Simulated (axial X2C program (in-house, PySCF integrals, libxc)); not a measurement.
# Potential curves of PSe⁻, 2c

Computed with an in-house all-electron X2C program for linear molecules (integrals from PySCF). Two-component (2c) means X2C with spin–orbit coupling and atomic mean-field two-electron Coulomb and Gaunt terms. Basis: Se dyall-acv3z [9s10p7d5f1g], P dyall-av3z [9s8p3d2f] (cores contracted in-house); Gaussian nuclei, density fitting, unrestricted open shells. Masses: Se 79.917 u, P 30.974 u.

State: Ω = 1 (⟨Sz⟩ = 1.00, ⟨Lz⟩ = 0.00 at HF). Energies in kJ/mol from the fragments at the same level (Se- + P). Fits are polynomials in 1 − R0/R over 0.85 to 1.23 times the lowest point R0.

```json
{"R (Å)": "1.9547", "CCSD": "-238.63"}
{"R (Å)": "2.0191", "CCSD": "-266.47"}
{"R (Å)": "2.0836", "CCSD": "-281.38"}
{"R (Å)": "2.1480", "CCSD": "-286.42"}
{"R (Å)": "2.2232", "CCSD": "-283.03"}
{"R (Å)": "2.2984", "CCSD": "-272.49"}
{"R (Å)": "2.3950", "CCSD": "-252.01"}
```

Correlated methods: 12 electrons correlated (number of frozen shells: Se 3 s, 2 p, 1 d; P 2 s, 1 p), 246 virtual spin orbitals or spinors in MP2, 90 natural virtuals in coupled cluster.

The state is one determinant whose occupation by symmetry is held fixed; it was picked as the lowest of a PBE0 search that is not exhaustive. De is counted from the lowest determinant-based energies of the atoms at the same level, without counterpoise correction. CCSD ran in a truncated set of natural virtual spinors with an MP2 remainder; without triples it tends to underbind. PBE0 can misorder states that lie within some tenths of an eV, so this need not be the ground state of the molecule. The nearest other 2c determinant of the search, Ω = 0, lies 0.54 eV up at the distance of the search. With several unpaired electrons one determinant need not be a pure state. Open-shell Ω = 0 determinants with evenly filled partner blocks cannot be reached by this program, so the Ω shown need not be the lowest component. This is the Ω = 1 component of a π² triplet; the 0⁺ component is not one determinant and can lie lowest. Coupled cluster ran on the points near the minimum only. MP2 and coupled cluster on one determinant become unreliable at the stretched end.

(1) Fit the CCSD curve near its minimum: give the equilibrium distance, the harmonic wavenumber and the well depth.

Answers

(1) At CCSD, 2c: Re = 2.157 Å, ωe ≈ 465 cm⁻¹, De = 2.97 eV to Se- + P; Be follows as 0.162 cm⁻¹.
